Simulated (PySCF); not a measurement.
Vertical excitations of a molecule C3H7BFN from TDA-PBE0/def2-SVPD (PySCF), as energy in eV (oscillator strength): 6.68 (0.000), 6.75 (0.000), 6.81 (0.579), 7.22 (0.003), 7.50 (0.048), 7.72 (0.000), 7.88 (0.029), 7.91 (0.000), 8.27 (0.008), 8.45 (0.001). Lowest triplet (TDA): 3.85 eV. The structure is a stationary point at B3LYP-D3(BJ)/def2-SVP. One conformer was computed; it need not be the lowest.

Task: Identify the compound among the candidates.
A) C/N=C/B(C)F
B) C=C(C)B(N)F
C) C=CB(F)NC
D) C=CB(N)CF

Result: B, C=C(C)B(N)F
